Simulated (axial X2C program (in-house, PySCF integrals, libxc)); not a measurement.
# Outer orbitals of HfS at 2.153 Å, HF

Calculated with an in-house relativistic program for diatomic molecules. Spin-free means the one-electron spin-free X2C Hamiltonian; two-component (2c) means X2C with spin–orbit coupling and atomic mean-field two-electron Coulomb and Gaunt terms, so the difference of the two also holds small scalar two-electron terms. Basis: Hf dyall-cv3z [13s14p9d7f4g], S dyall-av3z [9s8p3d2f] (cores contracted in-house); Gaussian nuclei, density fitting, unrestricted open shells. Masses: Hf 179.947 u, S 31.972 u.

The distance is close to the 2c PBE0 minimum; the highest filled and lowest empty levels are listed.

Spin-free orbitals, state M_S = 0, Λ = 0 (closed shell) (Löwdin shares):

```csv
symmetry,occupied,ε (eV),atomic character
φ-α,yes,-33.91,100% Hf f
φ+α,yes,-33.91,100% Hf f
δ-α,yes,-33.74,100% Hf f
δ+α,yes,-33.74,100% Hf f
π-α,yes,-33.62,100% Hf f
π+α,yes,-33.62,100% Hf f
σα,yes,-33.60,100% Hf f
σα,yes,-23.31,"66% S s, 12% Hf d, 10% Hf p"
σα,yes,-10.89,"70% S p, 16% Hf d, 6% Hf s"
π+α,yes,-9.81,"65% S p, 22% Hf d, 5% Hf f"
π-α,yes,-9.81,"65% S p, 22% Hf d, 5% Hf f"
σα,yes,-7.49,"56% Hf s, 19% Hf d, 9% Hf p"
π-α,no,0.17,"73% Hf p, 22% Hf d, 4% S p"
π+α,no,0.17,"73% Hf p, 22% Hf d, 4% S p"
σα,no,0.21,"60% Hf p, 27% Hf d, 6% S p"
δ-α,no,1.18,"94% Hf d, 4% S d"
δ+α,no,1.18,"94% Hf d, 4% S d"
```

One partner of each degenerate Kramers or spin pair is listed.

Spinors with spin–orbit coupling (state Ω = 0):

| ω | occupied | ε (eV) | atomic character | λ mixture |
| --- | --- | --- | --- | --- |
| 5/2 | yes | -35.02 | 100% Hf f | 88% φ, 12% δ |
| 3/2 | yes | -34.84 | 100% Hf f | 74% δ, 26% π |
| 1/2 | yes | -34.75 | 100% Hf f | 58% π, 42% σ |
| 7/2 | yes | -33.18 | 100% Hf f | 100% φ |
| 5/2 | yes | -33.03 | 100% Hf f | 88% δ, 12% φ |
| 3/2 | yes | -32.93 | 100% Hf f | 74% π, 26% δ |
| 1/2 | yes | -32.88 | 100% Hf f | 58% σ, 42% π |
| 1/2 | yes | -23.31 | 66% S s, 12% Hf d, 10% Hf p | 100% σ |
| 1/2 | yes | -10.90 | 70% S p, 16% Hf d, 6% Hf s | 100% σ |
| 1/2 | yes | -9.86 | 64% S p, 21% Hf d, 5% Hf p | 100% π |
| 3/2 | yes | -9.77 | 65% S p, 22% Hf d, 5% Hf f | 100% π |
| 1/2 | yes | -7.49 | 55% Hf s, 19% Hf d, 9% Hf p | 100% σ |
| 1/2 | no | 0.05 | 67% Hf p, 26% Hf d, 4% S p | 73% π, 27% σ |
| 3/2 | no | 0.23 | 74% Hf p, 21% Hf d, 4% S p | 100% π |
| 1/2 | no | 0.27 | 65% Hf p, 24% Hf d, 5% S p | 73% σ, 27% π |
| 3/2 | no | 1.10 | 94% Hf d, 4% S d | 99% δ, 1% π |

One partner of each degenerate Kramers or spin pair is listed.

(1) How does the gap between the highest filled and lowest empty level change from the spin-free to the 2c table?

Mulliken charges and populations of the two-component result (they depend on the basis, above all on diffuse functions):

Hf 0.44 e (s 11.67 p 24.30 d 21.50 f 14.07 g 0.01), S -0.44 e (s 5.92 p 10.45 d 0.06 f 0.01).

One determinant describes the state; a PBE0 search over occupations chose it and may have missed a lower one.

Results:

(1) From 7.66 to 7.54 eV at HF, a change of -0.12 eV.
